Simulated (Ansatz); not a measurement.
Consider the redistribution: `[CH3][Zn][Se]C(F)(F)F` + `C[SiH2]Cl` → `[CH3][Zn][SiH2]Cl` + `C[Se]C(F)(F)F`.

Calculated with Ansatz (gas phase, PBE0-D4/def2-TZVP geometries, no zero-point term in ΔE). CCSD(T)/CBS is the MP2 limit (def2-TZVPP, def2-QZVPP) plus CCSD(T) − MP2 in def2-TZVPP, frozen cores. DFT in def2-TZVPP. For Se, Zn outer-core shells are correlated without core-valence functions, which leaves a few kJ/mol of doubt a bond. Scalar relativity is left out up to krypton. Each species was taken in one conformer, which may not be the lowest.

| level | ΔE (kJ/mol) |
| --- | --- |
| B97M-V | 140.0 |
| CCSD/CBS(def2) | 150.4 |

What does CCSD(T)/CBS give? (An estimate is asked.)

Computed: +148.5 kJ/mol. The listed levels differ from it by -8.5, 1.9 kJ/mol.

Largest T1 diagnostic among the species: 0.013.

From BLYP to BHLYP (50 % exact exchange), in def2-TZVPP and without D4, ΔE moves by +19.0 kJ/mol. In def2-TZVPP, CCSD(T) changes the Hartree–Fock value by −17.4 kJ/mol (the triples alone add −2.0 kJ/mol) and MP2 by −10.5 kJ/mol. Leaving LDA and LC-ωPBE aside and taking each functional with its dispersion term where it has one, the values, not all of them listed here, spread over 23.1 kJ/mol, from revPBE-D4 to BHLYP-D4. LDA lies +6.2 kJ/mol from PBE without D4.
